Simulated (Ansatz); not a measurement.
Ansatz results at the PBE0-D4/def2-TZVP geometry: ideal-gas entropy at 298 K and 1 bar (rigid rotor, harmonic PBE0-D4/def2-TZVP) 229 J/(mol·K); size of the dipole moment (ωB97M-V/def2-TZVPP) 2.26 D; size of the dipole moment (B3LYP/def2-TZVPP) 2.27 D.

**Question.** Which molecule gave them?
A. `NS`
B. `[O]O`•
C. `O=[Se](Cl)Cl`
D. `[N-]=[N+]=O`

**Answer.** B. The others give `[N-]=[N+]=O`: 219, 0.11, 0.01; `O=[Se](Cl)Cl`: 322, 2.34, 2.27; `NS`: 247, 1.06, 1.09.

B3LYP here is the variant with VWN-RPA as its local correlation; programs differ in this.
